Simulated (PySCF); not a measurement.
C2H10GeSi, SMILES C[SiH](C)[GeH3].

Coordinates come from a PBE0-D3(BJ)/def2-SVP optimisation. The structure was generated by enumeration, and PubChem lists no compound with its InChIKey, so it may never have been made.

These are PBE/def2-TZVP (PySCF) values and carry that method's errors.

Symmetry labels are those of the subgroup Cs that the program uses (full group Cs).

Computed valence orbital energies around the gap with their symmetry:
| orbital | symmetry | energy (eV) |
|---|---|---|
| HOMO−7 | A' | -10.10 |
| HOMO−6 | A" | -9.71 |
| HOMO−5 | A" | -9.68 |
| HOMO−4 | A' | -8.18 |
| HOMO−3 | A" | -8.14 |
| HOMO−2 | A' | -7.61 |
| HOMO−1 | A" | -7.54 |
| HOMO | A' | -6.58 |
| LUMO | A' | -0.24 |
| LUMO+1 | A" | -0.20 |
| LUMO+2 | A' | 0.16 |
| LUMO+3 | A' | 0.51 |
